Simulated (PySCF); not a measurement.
**Dipole response of V³⁺ (vanadium, charge +3)**

[Ar] 3d2, high-spin 3F determinant. Calculation: PySCF 2.14, in x2c-QZVPPall with one added diffuse shell each of s, p, d, f, g type (12s8p6d4f3g, 121 functions); the spin-free X2C one-electron Hamiltonian (Gaussian nucleus). Coupled (time-dependent) response in atomic units; α is the mean over directions.

```tsv
method	mean α (bohr³)	C₆ (like pair)	S(−4)
BLYP	2.288	5.799	2.058
```

S(−4) is the Cauchy moment in α(ω) = α(0) + S(−4) ω² + …

α(iu) at BLYP:

```json
{"u (hartree)": "0", "α(iu) (bohr³)": "2.288"}
{"u (hartree)": "0.0500", "α(iu) (bohr³)": "2.283"}
{"u (hartree)": "0.100", "α(iu) (bohr³)": "2.268"}
{"u (hartree)": "0.200", "α(iu) (bohr³)": "2.212"}
{"u (hartree)": "0.300", "α(iu) (bohr³)": "2.132"}
{"u (hartree)": "0.500", "α(iu) (bohr³)": "1.940"}
{"u (hartree)": "0.750", "α(iu) (bohr³)": "1.700"}
{"u (hartree)": "1.00", "α(iu) (bohr³)": "1.484"}
{"u (hartree)": "1.50", "α(iu) (bohr³)": "1.131"}
{"u (hartree)": "2.00", "α(iu) (bohr³)": "0.8708"}
{"u (hartree)": "3.00", "α(iu) (bohr³)": "0.5450"}
{"u (hartree)": "5.00", "α(iu) (bohr³)": "0.2631"}
```

A single London oscillator, α(iu) = α/(1 + u²/ω²), gives C₆ = (3/4) ω α². Matching the computed C₆ needs ω = 4 × 5.799 / (3 × 2.288²) = 1.48 hartree.

For an ion, C₆ is the dispersion term alone; charge-induced terms of lower order in 1/R come first.
